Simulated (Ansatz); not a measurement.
A first, cheap relaxation of C$_{2}$H$_{6}$ClNSi, SMILES `C=N[SiH](C)Cl`.

```yaml
crystal:
  periodic: [false, false, false]
  atoms:
    - {symbol: C, position_ang: [-0.889700, 1.975300, -0.265000]}
    - {symbol: N, position_ang: [-0.990700, 0.731500, -0.239500]}
    - {symbol: Si, position_ang: [0.475700, -0.083200, 0.086700]}
    - {symbol: C, position_ang: [0.256700, -1.877400, -0.013900]}
    - {symbol: Cl, position_ang: [1.182000, 0.397000, 1.952500]}
    - {symbol: H, position_ang: [-1.862700, 2.600000, -0.487900]}
    - {symbol: H, position_ang: [-0.003900, 2.634200, -0.110400]}
    - {symbol: H, position_ang: [1.564700, 0.390800, -0.881500]}
    - {symbol: H, position_ang: [1.092600, -2.453200, 0.227700]}
    - {symbol: H, position_ang: [-0.174200, -2.166500, -0.982300]}
    - {symbol: H, position_ang: [-0.585100, -2.205600, 0.734200]}
basis:
  gaussian: {orbitals: def2-SVP}
hamiltonian: {xc: pbe, dispersion: d4}
relax: {f_tol: 0.03, max_steps: 200}
```

```sh
$ ansatz run in.yaml --threads 4 --pin off --events-out ev --progress --plain --max-ram 10444MiB
```

It prints (some lines left out):

```
Functional definition: PBE
mean field -24039.85148607 eV, -883.4482473164 hartree, gradient 1.7e-5 eV, S^2 0.000000; 0 other end points of the search recorded, 0 dependent functions left out
relax step   1: F+E_penalty+E_count = -24040.11906229 eV  Δ(F+E_penalty+E_count) = +0.000e0 eV  max|allowed force component| = 3.646e0 eV/Å  Δτ_max = 0.0000 Å  (29 SCF iters, accepted)
mean field -24040.21447727 eV, -883.4615869971 hartree, gradient 1.3e-5 eV, S^2 0.000000; 0 other end points of the search recorded, 0 dependent functions left out
relax step   2: F+E_penalty+E_count = -24040.47822113 eV  Δ(F+E_penalty+E_count) = -3.592e-1 eV  max|allowed force component| = 1.252e0 eV/Å  Δτ_max = 0.0614 Å  (29 SCF iters, accepted)
mean field -24040.27845510 eV, -883.4639381391 hartree, gradient 2.0e-5 eV, S^2 0.000000; 0 other end points of the search recorded, 0 dependent functions left out
relax step   3: F+E_penalty+E_count = -24040.53948605 eV  Δ(F+E_penalty+E_count) = -6.126e-2 eV  max|allowed force component| = 5.787e-1 eV/Å  Δτ_max = 0.0731 Å  (28 SCF iters, accepted)
mean field -24040.23920399 eV, -883.4624956872 hartree, gradient 1.7e-5 eV, S^2 0.000000; 0 other end points of the search recorded, 0 dependent functions left out
relax step   4: F+E_penalty+E_count = -24040.49850113 eV  Δ(F+E_penalty+E_count) = +4.098e-2 eV  max|allowed force component| = 1.228e0 eV/Å  Δτ_max = 0.1017 Å  (30 SCF iters, rejected (line search))
mean field -24040.29972387 eV, -883.4647197519 hartree, gradient 1.6e-5 eV, S^2 0.000000; 0 other end points of the search recorded, 0 dependent functions left out
relax step   5: F+E_penalty+E_count = -24040.56053440 eV  Δ(F+E_penalty+E_count) = -2.105e-2 eV  max|allowed force component| = 2.262e-1 eV/Å  Δτ_max = 0.0500 Å  (30 SCF iters, accepted)
mean field -24040.31318376 eV, -883.4652143937 hartree, gradient 2.4e-5 eV, S^2 0.000000; 0 other end points of the search recorded, 0 dependent functions left out
relax step   6: F+E_penalty+E_count = -24040.57350992 eV  Δ(F+E_penalty+E_count) = -1.298e-2 eV  max|allowed force component| = 1.103e-1 eV/Å  Δτ_max = 0.1000 Å  (29 SCF iters, accepted)
mean field -24040.33151113 eV, -883.4658879121 hartree, gradient 1.8e-5 eV, S^2 0.000000; 0 other end points of the search recorded, 0 dependent functions left out
relax step   7: F+E_penalty+E_count = -24040.59125850 eV  Δ(F+E_penalty+E_count) = -1.775e-2 eV  max|allowed force component| = 2.433e-1 eV/Å  Δτ_max = 0.1479 Å  (30 SCF iters, accepted)
mean field -24040.34903453 eV, -883.4665318851 hartree, gradient 1.6e-5 eV, S^2 0.000000; 0 other end points of the search recorded, 0 dependent functions left out
relax step   8: F+E_penalty+E_count = -24040.60850219 eV  Δ(F+E_penalty+E_count) = -1.724e-2 eV  max|allowed force component| = 9.110e-1 eV/Å  Δτ_max = 0.1966 Å  (36 SCF iters, accepted)
mean field -24040.38535901 eV, -883.4678667851 hartree, gradient 1.2e-5 eV, S^2 0.000000; 0 other end points of the search recorded, 0 dependent functions left out
relax step   9: F+E_penalty+E_count = -24040.64610817 eV  Δ(F+E_penalty+E_count) = -3.761e-2 eV  max|allowed force component| = 5.196e-1 eV/Å  Δτ_max = 0.1505 Å  (29 SCF iters, accepted)
mean field -24040.42258109 eV, -883.4692346715 hartree, gradient 1.9e-5 eV, S^2 0.000000; 0 other end points of the search recorded, 0 dependent functions left out
relax step  10: F+E_penalty+E_count = -24040.68414971 eV  Δ(F+E_penalty+E_count) = -3.804e-2 eV  max|allowed force component| = 8.872e-1 eV/Å  Δτ_max = 0.1952 Å  (29 SCF iters, accepted)
mean field -24040.42780068 eV, -883.4694264878 hartree, gradient 1.8e-5 eV, S^2 0.000000; 0 other end points of the search recorded, 0 dependent functions left out
relax step  11: F+E_penalty+E_count = -24040.69025882 eV  Δ(F+E_penalty+E_count) = -6.109e-3 eV  max|allowed force component| = 9.591e-1 eV/Å  Δτ_max = 0.1974 Å  (36 SCF iters, accepted)
mean field -24040.42490418 eV, -883.4693200432 hartree, gradient 1.6e-5 eV, S^2 0.000000; 0 other end points of the search recorded, 0 dependent functions left out
relax step  12: F+E_penalty+E_count = -24040.68948571 eV  Δ(F+E_penalty+E_count) = +7.731e-4 eV  max|allowed force component| = 9.229e-1 eV/Å  Δτ_max = 0.2000 Å  (36 SCF iters, rejected (line search))
mean field -24040.44999358 eV, -883.4702420618 hartree, gradient 1.6e-5 eV, S^2 0.000000; 0 other end points of the search recorded, 0 dependent functions left out
relax step  13: F+E_penalty+E_count = -24040.71274520 eV  Δ(F+E_penalty+E_count) = -2.249e-2 eV  max|allowed force component| = 3.717e-1 eV/Å  Δτ_max = 0.0968 Å  (30 SCF iters, accepted)
mean field -24040.46500300 eV, -883.4707936478 hartree, gradient 1.7e-5 eV, S^2 0.000000; 0 other end points of the search recorded, 0 dependent functions left out
relax step  14: F+E_penalty+E_count = -24040.72806194 eV  Δ(F+E_penalty+E_count) = -1.532e-2 eV  max|allowed force component| = 2.611e-1 eV/Å  Δτ_max = 0.0534 Å  (30 SCF iters, accepted)
mean field -24040.46761323 eV, -883.4708895719 hartree, gradient 1.7e-5 eV, S^2 0.000000; 0 other end points of the search recorded, 0 dependent functions left out
relax step  15: F+E_penalty+E_count = -24040.73122080 eV  Δ(F+E_penalty+E_count) = -3.159e-3 eV  max|allowed force component| = 1.226e-1 eV/Å  Δτ_max = 0.0757 Å  (29 SCF iters, accepted)
mean field -24040.46883656 eV, -883.4709345284 hartree, gradient 1.6e-5 eV, S^2 0.000000; 0 other end points of the search recorded, 0 dependent functions left out
relax step  16: F+E_penalty+E_count = -24040.73225286 eV  Δ(F+E_penalty+E_count) = -1.032e-3 eV  max|allowed force component| = 1.201e-1 eV/Å  Δτ_max = 0.0199 Å  (31 SCF iters, accepted)
mean field -24040.46925046 eV, -883.4709497390 hartree, gradient 1.6e-5 eV, S^2 0.000000; 0 other end points of the search recorded, 0 dependent functions left out
relax step  17: F+E_penalty+E_count = -24040.73246321 eV  Δ(F+E_penalty+E_count) = -2.103e-4 eV  max|allowed force component| = 5.057e-2 eV/Å  Δτ_max = 0.0104 Å  (31 SCF iters, accepted)
mean field -24040.46944500 eV, -883.4709568884 hartree, gradient 1.6e-5 eV, S^2 0.000000; 0 other end points of the search recorded, 0 dependent functions left out
relax step  18: F+E_penalty+E_count = -24040.73261085 eV  Δ(F+E_penalty+E_count) = -1.476e-4 eV  max|allowed force component| = 1.567e-2 eV/Å  Δτ_max = 0.0090 Å  (31 SCF iters, accepted)
mean field -24040.46944500 eV, -883.4709568884 hartree, gradient 1.9e-5 eV, S^2 0.000000; 1 other end points of the search recorded, 0 dependent functions left out
Total energy: -24040.73264558 eV, -883.4806293313 hartree
Atom 0 at    -1.034225     1.966157    -0.188640 Å, force    -0.006326     0.011406     0.014173 eV/Å
Atom 1 at    -0.535317     0.934364    -0.742141 Å, force     0.014081    -0.015674    -0.002002 eV/Å
Atom 2 at     0.759772    -0.080310    -0.128337 Å, force    -0.011738    -0.004534    -0.012158 eV/Å
Atom 3 at     0.119653    -1.829291     0.056338 Å, force     0.000924     0.011328    -0.002919 eV/Å
Atom 4 at     1.462706     0.600004     1.737433 Å, force     0.002258    -0.000526     0.005457 eV/Å
Atom 5 at    -1.865978     2.522349    -0.681104 Å, force    -0.000479    -0.000534    -0.005965 eV/Å
Atom 6 at    -0.691662     2.378379     0.794833 Å, force     0.001273    -0.001771    -0.001376 eV/Å
Atom 7 at     1.893163     0.017316    -1.103386 Å, force    -0.001654     0.000596     0.002020 eV/Å
Atom 8 at     0.928315    -2.508780     0.390935 Å, force     0.002834     0.001441     0.002482 eV/Å
Atom 9 at    -0.270713    -2.190979    -0.916230 Å, force    -0.001423    -0.002269    -0.001909 eV/Å
Atom 10 at    -0.700313    -1.866310     0.800901 Å, force     0.000250     0.000539     0.002196 eV/Å
Dipole moment:    -0.194917    -0.065414    -0.042483 e Å
```

Run time 19 s (4 threads of an Arm Neoverse V2 on a shared host); peak host memory 0.16 GiB.
